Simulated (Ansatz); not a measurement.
Gas-phase electronic energies from Ansatz, PBE0-D4/def2-TZVP geometries. CCSD(T)/CBS adds triple-zeta CCSD(T) − MP2 to the extrapolated MP2 energy (def2 sets, frozen cores). DFT in def2-TZVPP. For Ge outer-core shells are correlated without core-valence functions, which leaves a few kJ/mol of doubt a bond. Scalar relativity is left out up to krypton. Each species was taken in one conformer, which may not be the lowest.

Consider the formal exchange of groups at a Ge–O bond: `BC(=C)[O][GeH3]` + `[OH][GeH3]` → `[OH][GeH2][GeH3]` + `BC(=C)O`.

`BC(=C)[O][GeH3]`:

```xyz
12

B     0.074   -1.485   -0.242
C    -0.347   -0.296    0.636
C    -0.972   -0.557    1.800
O    -0.127    1.006    0.310
Ge    0.689    1.528   -1.199
H     0.638   -1.331   -1.289
H    -0.167   -2.592    0.133
H    -1.161   -1.582    2.085
H    -1.294    0.236    2.468
H     2.121    0.972   -1.229
H    -0.120    1.050   -2.414
H     0.668    3.053   -1.060
```

`[OH][GeH3]`:

Z-matrix (Å, degrees):
```
Ge
O 1 1.783
H 1 1.531 2 104.3
H 1 1.541 2 109.9 3 119.6
H 1 1.541 2 109.9 3 -119.6
H 2 0.959 1 112.7 3 180.0
```

`[OH][GeH2][GeH3]`:

Cartesian coordinates in Å:
```
O -1.778 -0.738 0.969
Ge -0.065 -0.935 0.493
Ge 0.634 0.928 -0.901
H -1.915 0.025 1.535
H 0.809 -1.033 1.764
H -0.049 -2.272 -0.261
H 2.128 0.808 -1.251
H 0.416 2.251 -0.146
H -0.181 0.966 -2.203
```

`BC(=C)O`:

```xyz
9

B     0.809   -0.950   -0.248
C    -0.016    0.294    0.105
C    -1.350    0.285   -0.062
O     0.573    1.425    0.593
H     0.262   -1.920   -0.672
H     2.001   -0.947   -0.099
H    -1.967    1.145    0.177
H    -1.829   -0.604   -0.447
H     1.519    1.272    0.653
```

CCSD(T)/CBS gives -2.6 kcal/mol.

Problem. Another level gave -1.6 kcal/mol. Which?
A. PBE-D4/def2-TZVPP
B. SCS-MP2/def2-TZVPP
C. r2SCAN/def2-TZVPP
D. CCSD/def2-TZVPP

Solution. D. CCSD/def2-TZVPP -1.6, r2SCAN -3.9, SCS-MP2/def2-TZVPP 0.4, PBE-D4 -5.9 kcal/mol.

Largest T1 diagnostic among the species: 0.013.

The D4 term adds +0.9 kcal/mol with B3LYP and +0.5 kcal/mol with PBE0; it sums over pairs of atoms, weighted by their polarisabilities, and B3LYP, whose exchange is more repulsive, gets the larger term. From PBE to PBE0 (25 % exact exchange), in def2-TZVPP and without D4, ΔE moves by +0.9 kcal/mol. In def2-TZVPP, CCSD(T) changes the Hartree–Fock value by −2.5 kcal/mol (the triples alone add +0.1 kcal/mol) and MP2 by −1.7 kcal/mol.

B3LYP here is the variant with VWN-RPA as its local correlation; programs differ in this.
